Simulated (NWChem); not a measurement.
# Lowest excitation of fluoroethane (C₂H₅F)

SMILES: CCF
```xyz
8

C     -1.1771     0.2668     0.0000
C      0.3188     0.4478     0.0000
F      0.9482    -0.7739     0.0000
H     -1.6835     1.2440     0.0000
H     -1.5017    -0.2907    -0.8912
H     -1.5017    -0.2907     0.8912
H      0.6514     1.0072     0.8922
H      0.6514     1.0072    -0.8922
```
Charge 0, spin multiplicity 1.

Program: NWChem. The geometry was optimised at PBE0/def2-SVP, a minimum by its harmonic frequencies.

Basis set: 6-31+G*.

The correlated methods keep 3 core orbitals frozen. B3LYP has NWChem's definition, with VWN1-RPA local correlation. The Pople sets run with spherical d functions. No row is a measurement; the coupled-cluster row has its own basis-set and correlation limits.

Problem. For the lowest vertical singlet excitation energy, CIS gives 10.31 eV and TDA-PBE0 gives 8.69 eV. What do TD-PBE, TD-B3LYP, EOM-CCSD give?

Solution. TD-PBE: 7.70 eV; TD-B3LYP: 8.44 eV; EOM-CCSD: 9.22 eV.
